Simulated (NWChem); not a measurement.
System meant: CH₃Se₂ anion

Here is an NWChem input.

```
start job
memory heap 200 mb stack 900 mb global 1100 mb
charge -1
geometry units angstroms noautoz
  C     -1.393048     1.643034     0.000000
  Se     0.447626     0.912520     0.000000
  Se    -0.001848    -1.430724     0.000000
  H     -1.926633     1.298444     0.896109
  H     -1.329455     2.743318     0.000000
  H     -1.926633     1.298444    -0.896109
end
basis spherical
  C library def2-svp
  Se library def2-svp
  H library def2-svp
end
dft
  odft
  mult 2
  xc pbe0
  iterations 150
  mulliken
end
task dft energy
```

End of the output:

```
 ==============================================================================
                                 internuclear angles
 ------------------------------------------------------------------------------
        center 1       |       center 2       |       center 3       |  degrees
 ------------------------------------------------------------------------------
    2 Se               |   1 C                |   4 H                |   109.62
    2 Se               |   1 C                |   5 H                |   108.34
    2 Se               |   1 C                |   6 H                |   109.62
    4 H                |   1 C                |   5 H                |   109.95
    4 H                |   1 C                |   6 H                |   109.34
    5 H                |   1 C                |   6 H                |   109.95
    1 C                |   2 Se               |   3 Se               |   100.79
 ------------------------------------------------------------------------------
                            number of included internuclear angles:          7
 ==============================================================================

 Summary of "ao basis" -> "" (spherical)
 ------------------------------------------------------------------------------
       Tag                 Description            Shells   Functions and Types
 ---------------- ------------------------------  ------  ---------------------
 C                          def2-svp                 6       14   3s2p1d
 Se                         def2-svp                12       32   5s4p3d
 H                          def2-svp                 3        5   2s1p

                                 NWChem DFT Module
                                 -----------------

 Summary of "ao basis" -> "ao basis" (spherical)
 ------------------------------------------------------------------------------
       Tag                 Description            Shells   Functions and Types
 ---------------- ------------------------------  ------  ---------------------
 C                          def2-svp                 6       14   3s2p1d
 Se                         def2-svp                12       32   5s4p3d
 H                          def2-svp                 3        5   2s1p

      Symmetry analysis of basis
      --------------------------

        a'         63
        a"         30

  number of electrons :                   78
  multiplicity        :                    2
 ------------------------------------------------------------------------
  no. of electrons and multiplicity not compatible                  78
 ------------------------------------------------------------------------
 ------------------------------------------------------------------------
  current input line :
    24: task dft energy
 ------------------------------------------------------------------------
 ------------------------------------------------------------------------
 There is an error in the input file
 ------------------------------------------------------------------------
 For more information see the NWChem manual at https://nwchemgit.github.io

0: no. of electrons and multiplicity not compatible:Received an Error in Communication
```

**Question.** What is wrong, and how is it mended?

**Answer.** The program refused the input. Cause: the multiplicity doesn't fit the number of electrons (an even count wants an odd multiplicity, and the reverse). This input runs:
```
start job
memory heap 200 mb stack 900 mb global 1100 mb
charge -1
geometry units angstroms noautoz
  C     -1.393048     1.643034     0.000000
  Se     0.447626     0.912520     0.000000
  Se    -0.001848    -1.430724     0.000000
  H     -1.926633     1.298444     0.896109
  H     -1.329455     2.743318     0.000000
  H     -1.926633     1.298444    -0.896109
end
basis spherical
  * library def2-svp
end
dft
  xc pbe0
  iterations 150
  mulliken
end
task dft energy
```
It converges to -4841.83770 Ha (PBE0/def2-SVP).
